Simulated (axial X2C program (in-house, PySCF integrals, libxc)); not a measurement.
# How the levels of RuNC (d7 s0 p(π)0 orbitals) move with the bond length

Computed with an in-house all-electron X2C program for linear molecules (integrals from PySCF): two-component X2C with atomic mean-field Coulomb and Gaunt terms, basis Ru dyall-v3z, N dyall-av3z, C dyall-v3z (cores contracted in-house). Orbitals come from Hartree–Fock averaged over the configuration Ru d7 s0 p(π)0; CI then distributes these electrons over the d, s, p(π) shells of Ru.

At Ru–N–C held linear, bonds 2.089 and 1.170 Å (the second held):

| Ω | energy (cm⁻¹) | g∥ | μ (D) | configuration |
| --- | --- | --- | --- | --- |
| 9/2 | 0 | 11.99 | -8.49 | 100% d7 |
| 7/2 | 738 | 8.12 | -8.50 | 100% d7 |
| 1/2 | 791 | 1.74 | -8.52 | 100% d7 |
| 3/2 | 1028 | 5.10 | -8.52 | 100% d7 |
| 5/2 | 1399 | 5.10 | -8.52 | 100% d7 |
| 5/2 | 1997 | 6.77 | -8.52 | 100% d7 |
| 3/2 | 2308 | 1.08 | -8.51 | 100% d7 |
| 1/2 | 2752 | 1.38 | -8.53 | 100% d7 |
| 3/2 | 2802 | 3.63 | -8.52 | 100% d7 |
| 7/2 | 3331 | 9.86 | -8.60 | 100% d7 |
| 1/2 | 3543 | 2.66 | -8.52 | 100% d7 |
| 5/2 | 4212 | 6.11 | -8.59 | 100% d7 |
| 3/2 | 4787 | 2.21 | -8.59 | 100% d7 |
| 1/2 | 5146 | 1.77 | -8.59 | 100% d7 |

g∥ is the magnitude of 2⟨Lz + ge Sz⟩ for the +Ω component. μ is positive if the C end is positive. The lowest 14 levels at most are listed.

At Ru–N–C held linear, bonds 2.173 and 1.170 Å (the second held):

```tsv
Ω	energy (cm⁻¹)	g∥	μ (D)	configuration
9/2	0	11.99	-8.99	100% d7
7/2	716	8.15	-9.00	100% d7
1/2	765	1.71	-9.00	100% d7
3/2	987	4.99	-9.01	100% d7
5/2	1321	5.43	-9.01	100% d7
5/2	1931	6.44	-9.01	100% d7
3/2	2268	1.39	-9.00	100% d7
1/2	2646	1.40	-9.02	100% d7
3/2	2755	3.40	-9.00	100% d7
7/2	3066	9.83	-9.08	100% d7
1/2	3474	2.61	-9.01	100% d7
5/2	3969	6.12	-9.07	100% d7
3/2	4542	2.24	-9.07	100% d7
1/2	4873	1.71	-9.07	100% d7
```

The lowest level lies 271 cm⁻¹ above the lowest at the first distance.

How does the gap from the lowest to the fifth level change between the two distances?

From 1399 to 1321 cm⁻¹, a factor of 0.94.

Dynamic correlation is missing, so gaps between terms are too wide and other configurations may lie lower; the lowest level listed is that of this model, not necessarily the ground state. For d shells the ligand-field splittings (σ, π, δ) and their order can be off by a thousand cm⁻¹ or more. At most 4 roots were kept for each Ω > 0 (twice that for Ω = 0) within 3.2 eV of the lowest, so higher up levels can be missing between those listed; levels with Ω > 0 are doubly degenerate and listed once, Ω = 0 levels singly. Some active spinors are only partly of the character that their shell is named for, so the shell names and counts are nominal. States that fill the shells left empty in the average are placed too high. The molecule was held linear; bending was not examined.
